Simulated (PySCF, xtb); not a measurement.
Si(H)(Me)2(SH) (C2H8SSi), SMILES C[SiH](C)S. The values are those of a single conformer.

Harmonic wavenumbers (cm⁻¹) from GFN2-xTB run with xtb at its own minimum, in rising order: 70, 107, 117, 159, 168, 204, 467, 598, 602, 693, 736, 758, 799, 829, 838, 854, 1372, 1374, 1475, 1478, 1479, 1482, 2292, 2466, 3023, 3026, 3040, 3042, 3045, 3048.

Question: What does PySCF 2.14.0 with PBE-D3(BJ)/def2-SVP give at its own minimum? (The exact figures need the calculation; the answer reports its results.)

Answer: 144, 155, 164, 189, 208, 220, 464, 594, 599, 647, 675, 748, 786, 833, 863, 866, 1210, 1216, 1374, 1376, 1382, 1389, 2163, 2608, 2971, 2972, 3067, 3068, 3085, 3085. Paired by order, the mean absolute difference is 55 cm⁻¹ and the zero-point energies are 56.7 and 55.9 kcal/mol.
